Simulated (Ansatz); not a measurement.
C3H5BO, SMILES `OCB1C=C1`. The species carries charge 0 and has multiplicity 1. The structure was optimised at the PBE0-D4/def2-TZVP level. It is one conformer, not always the lowest.

```xyz
10

O    -0.821   -1.903   -0.749
C    -1.116   -0.725   -0.011
B     0.036    0.308    0.100
C     1.436    0.721   -0.112
C     0.624    1.590    0.514
H     0.133   -2.000   -0.779
H    -1.986   -0.249   -0.479
H    -1.447   -0.987    1.007
H     2.466    0.664   -0.436
H     0.674    2.581    0.945
```

Task: What is the dipole moment at PBE/def2-TZVPP? (Estimate.)

Result: Computed: 2.47 D, with components (1.70, 1.64, 0.73) D in this frame, pointing from negative to positive charge.

Task: And with r2SCAN, B3LYP, ωB97M-V? (An estimate is asked.)

Result: The calculation gave: r2SCAN 2.51 D, B3LYP 2.56 D, ωB97M-V 2.58 D.

Task: Give the Mulliken charges with PBE, B3LYP, ωB97M-V in def2-TZVPP. (Best estimate.)

Result: The calculation gave: 
| atom | PBE | B3LYP | ωB97M-V |
| --- | --- | --- | --- |
| O1 | -0.32 | -0.36 | -0.34 |
| C2 | 0.03 | 0.07 | 0.04 |
| B3 | -0.21 | -0.18 | -0.18 |
| C4 | -0.05 | -0.08 | -0.09 |
| C5 | -0.05 | -0.08 | -0.09 |
| H6 | 0.19 | 0.19 | 0.18 |
| H7 | 0.08 | 0.07 | 0.09 |
| H8 | 0.08 | 0.07 | 0.09 |
| H9 | 0.13 | 0.15 | 0.15 |
| H10 | 0.13 | 0.15 | 0.15 |

B3LYP here is the variant with VWN-RPA as its local correlation; programs differ in this.
